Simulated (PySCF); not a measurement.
## What binds AgF: the parts of the energy along the bond

State: ¹Σ⁺, singlet, closed shell. RHF-based CCSD(T) in PySCF 2.14 with Ag cc-pVTZ-PP with ECP28, F cc-pVTZ and Ag cc-pVQZ-PP with ECP28, F cc-pVQZ (frozen core orbitals: 5; scalar-relativistic core potentials). Correlation energies are extrapolated as n⁻³ (n = 3, 4), Hartree–Fock as (n+1)·exp(−9√n). CV is the change on freezing 0 orbitals instead, in Ag cc-pwCVTZ-PP with ECP28, F cc-pwCVTZ. All energies in eV from Ag (4d10 5s1) + F.

```
 R (Å)  HF/CBS  CCSD corr.      (T)       CV   total
1.7401  -0.805      -1.776  -0.1749  -0.0272  -2.783
1.8192  -1.339      -1.696  -0.1648  -0.0108  -3.210
1.8983  -1.633      -1.631  -0.1578   0.0029  -3.418
1.9774  -1.758      -1.578  -0.1531   0.0141  -3.475
2.0564  -1.768      -1.534  -0.1501   0.0231  -3.429
2.1553  -1.673      -1.489  -0.1481   0.0320  -3.278
2.2542  -1.506      -1.451  -0.1474   0.0389  -3.065
```

A fit to the total gives Re = 1.9762 Å, De = 3.475 eV, ωe = 525.2 cm⁻¹, Be = 0.2676 cm⁻¹ (masses 106.9051 and 18.9984 u).

Question: At R = 1.9774 Å the CCSD correlation energy is -0.631137 hartree in the smaller basis and -0.691897 in the larger. Extrapolate it.

Answer: (4³·E4 − 3³·E3)/(4³ − 3³) = -0.73624 hartree; the larger basis holds 94.0 % of it.

The T1 diagnostic is 0.024, large enough to doubt a single reference. The open-shell atoms are computed with UHF. Spin–orbit coupling, excitations beyond (T) and corrections to the Born–Oppenheimer picture are left out.
